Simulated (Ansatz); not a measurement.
Start from `[BH2][GaH][CH2][SiH2]F` and change one atom or group to get `[CH3][AlH][CH2][SiH2]F`.

Ansatz, PBE0-D4/def2-TZVP geometries, multiplicity 1. Each molecule was computed in one conformer, which needn't be the lowest.

Scalar relativity is left out up to krypton.

```csv
property,`[BH2][GaH][CH2][SiH2]F`
HOMO–LUMO gap (PBE/def2-TZVPP) / eV,3.89
LUMO energy (B3LYP/def2-TZVPP) / eV,-1.63
LUMO energy (ωB97M-V/def2-TZVPP) / eV,0.30
HOMO energy (PBE/def2-TZVPP) / eV,-6.06
HOMO energy (ωB97M-V/def2-TZVPP) / eV,-9.32
HOMO–LUMO gap (PBE0/def2-TZVPP) / eV,5.82
```

(1) What does the change do to each property? (Best estimate.)

Answers

(1) The calculation gave: 
```tsv
property	`[CH3][AlH][CH2][SiH2]F`	shift
HOMO–LUMO gap (PBE/def2-TZVPP) / eV	4.80	0.91
LUMO energy (B3LYP/def2-TZVPP) / eV	-1.51	0.12
LUMO energy (ωB97M-V/def2-TZVPP) / eV	0.28	-0.02
HOMO energy (PBE/def2-TZVPP) / eV	-6.87	-0.81
HOMO energy (ωB97M-V/def2-TZVPP) / eV	-10.37	-1.05
HOMO–LUMO gap (PBE0/def2-TZVPP) / eV	6.85	1.03
```

With PBE0 the HOMO falls by 0.97 eV and the LUMO rises by 0.06 eV, so the gap widens by about 1.03 eV. PBE moves the HOMO by -0.81 eV and ωB97M-V by -1.05 eV.

B3LYP here is the variant with VWN-RPA as its local correlation; programs differ in this.
